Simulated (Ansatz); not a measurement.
Z-matrix (Å, degrees):
```
C
Si 1 1.865
H 1 1.093 2 111.2
H 1 1.094 2 110.3 3 -119.2
H 1 1.092 2 111.2 3 120.5
N 2 1.709 1 107.6 3 178.5
O 2 1.661 1 110.4 3 58.2
Si 2 2.351 1 112.3 3 -63.0
H 6 1.008 2 120.2 1 -37.6
H 6 1.007 2 120.7 1 176.5
H 7 0.958 2 117.5 1 -75.5
H 8 1.491 2 110.9 1 -164.5
H 8 1.493 2 111.0 1 76.3
H 8 1.489 2 111.8 1 -43.8
```

Charge 0, multiplicity 1.

Question: List the PBE0/def2-TZVPP orbital energies in eV (the Gaussian-basis code of Ansatz). (Best estimate.)

Answer: The calculation gave: Occupied: -1802.82, -1802.04, -522.40, -390.72, -277.64, -145.01, -144.44, -99.69, -99.68, -99.65, -99.09, -99.09, -99.07, -27.84, -23.70, -19.56, -15.53, -14.70, -13.72, -12.89, -11.62, -11.40, -10.77, -10.11, -9.55, -9.45, -9.03, -7.91, -7.30. Lowest empty: 0.42, 0.51, 0.80, 1.41, 1.84, 2.03, 2.33, 2.87.
